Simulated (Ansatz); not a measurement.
Species: H₄O₃Sn, SMILES `[OH][SnH]([OH])[OH]` (charge 0, multiplicity 1).

Question: Give a relaxed geometry from r2SCAN-D4/def2-TZVP (Ansatz, a program for electronic structure).

Answer: This is not unique; one that fits is the end point of this relaxation, one of several conformers (outside a Z-matrix the atoms follow the SMILES, hydrogens last).
Z-matrix (Å, degrees):
```
Sn
O 1 1.9612
H 2 0.9648 1 110.76
O 1 1.9612 2 106.67 3 108.17
H 4 0.9648 1 110.78 2 -5.73
O 1 1.9613 2 106.63 3 -5.53
H 6 0.9648 1 110.78 2 108.25
H 1 1.6914 2 112.17 3 -128.69
```
